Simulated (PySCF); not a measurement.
Job file and geometry (Å, from PBE0-D3(BJ)/def2-SVP) of an NMR shielding run on `C[AsH][SiH2]N`, CH8AsNSi, GIAO HF/pcSseg-2 NMR shielding, non-relativistic, gas phase (PySCF); density fitting, a coarse starting grid and PySCF grid level 2 are the driver's defaults:

```
{"job": {"kind": "nmr", "xc": "HF", "basis": "pcSseg-2", "pop": false}, "charge": 0, "multiplicity": 1}
C      1.738934     0.549935     0.311900
As     0.909463    -1.209804     0.704365
Si    -1.094553    -0.788662    -0.478872
N     -2.050999     0.295331     0.481487
H      2.818576     0.481261     0.505691
H      1.578150     0.879508    -0.723887
H      1.318688     1.296405     1.001432
H      1.502535    -1.923485    -0.510906
H     -1.881226    -2.048534    -0.646033
H     -0.739152    -0.293994    -1.856919
H     -3.023560     0.443591     0.233269
H     -1.638446     1.162254     0.808131
```

Task: What does the program print?

Result: 
```
final grid: 90176 points
cycle   1  E = -2620.1560310135  dE = -8.495e-01  |g| = 6.068e-01  |ddm| = 2.387e+00
cycle   2  E = -2620.2040622567  dE = -4.803e-02  |g| = 3.011e-01  |ddm| = 3.798e-01
cycle   3  E = -2620.2114641042  dE = -7.402e-03  |g| = 6.639e-02  |ddm| = 1.218e-01
cycle   4  E = -2620.2126288349  dE = -1.165e-03  |g| = 1.555e-02  |ddm| = 7.057e-02
cycle   5  E = -2620.2127241289  dE = -9.529e-05  |g| = 4.694e-03  |ddm| = 2.121e-02
cycle   6  E = -2620.2127343184  dE = -1.019e-05  |g| = 1.388e-03  |ddm| = 7.341e-03
cycle   7  E = -2620.2127357258  dE = -1.407e-06  |g| = 4.906e-04  |ddm| = 3.173e-03
cycle   8  E = -2620.2127358790  dE = -1.532e-07  |g| = 1.124e-04  |ddm| = 1.101e-03
cycle   9  E = -2620.2127358872  dE = -8.170e-09  |g| = 3.021e-05  |ddm| = 2.535e-04
cycle  10  E = -2620.2127358878  dE = -5.784e-10  |g| = 1.075e-05  |ddm| = 6.911e-05
converged SCF energy = -2620.2127358878

GIAO shielding tensors (ppm)
atom      isotropic    diamagn.    paramagn.     s11        s22        s33       span
  0 C      192.734     239.105     -46.372    188.057    192.066    198.079     10.022
  1 As    1858.301    2878.593   -1020.292   1731.588   1834.855   2008.460    276.872
  2 Si     405.403     873.729    -468.326    373.952    394.315    447.941     73.989
  3 N      261.503     318.061     -56.558    241.842    258.796    283.870     42.027
  4 H       30.578      28.592       1.987     24.493     27.587     39.654     15.162
  5 H       30.438      30.666      -0.228     24.703     28.189     38.423     13.720
  6 H       31.242      30.821       0.421     26.071     28.542     39.113     13.043
  7 H       29.534      31.071      -1.538     22.762     24.818     41.022     18.260
  8 H       27.030      28.594      -1.564     23.687     25.272     32.132      8.445
  9 H       26.765      29.615      -2.850     22.642     25.673     31.980      9.338
 10 H       31.107      30.120       0.988     23.242     26.104     43.977     20.735
 11 H       31.422      33.395      -1.973     23.107     29.781     41.378     18.272
```

Relativistic effects, spin–orbit coupling among them, are left out; they matter for As and for the light atoms bonded to it.

Size and cost of the density-fitted run: 290 basis functions, 21 s wall time on 1 thread of an x86-64 server CPU, shared host.
